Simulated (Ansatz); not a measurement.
Species: sum formula HSiO, charge 0, multiplicity 2. It need not be the lowest isomer of its formula. SMILES: O[Si]
Coordinates optimised at B3LYP-D3(BJ)/def2-TZVP (Ansatz, a quantum-chemistry and plane-wave program):
```
O
H 1 0.9643
Si 1 1.6565 2 119.73
```
Charge 0, spin multiplicity 2.

Quantity: vertical ionisation energy (to the singlet state of charge +1; each state is the SCF solution reached for its spin), in eV. Correlated levels leave the core frozen unless marked. Open shells are spin-unrestricted. No spin-orbit coupling. Non-relativistic. CBS marks a two-point X^-3 extrapolation of the correlation energy; Hartree-Fock from the larger set.

```
level                                 program  vertical ionisation energy (eV)
------------------------------------  -------  -------------------------------
BHLYP/def2-TZVPD                       Ansatz                                …
SCS-MP2/def2-QZVPPD                    Ansatz                             6.87
CCSD/def2-SVPD                         Ansatz                             6.86
CCSD(T)/CBS(def2-TZVPPD,def2-QZVPPD)   Ansatz                                …
```

Task: What belongs in the gaps?

Result: 
- BHLYP/def2-TZVPD, vertical ionisation energy (eV): 7.06
- CCSD(T)/CBS(def2-TZVPPD,def2-QZVPPD), vertical ionisation energy (eV): 7.04
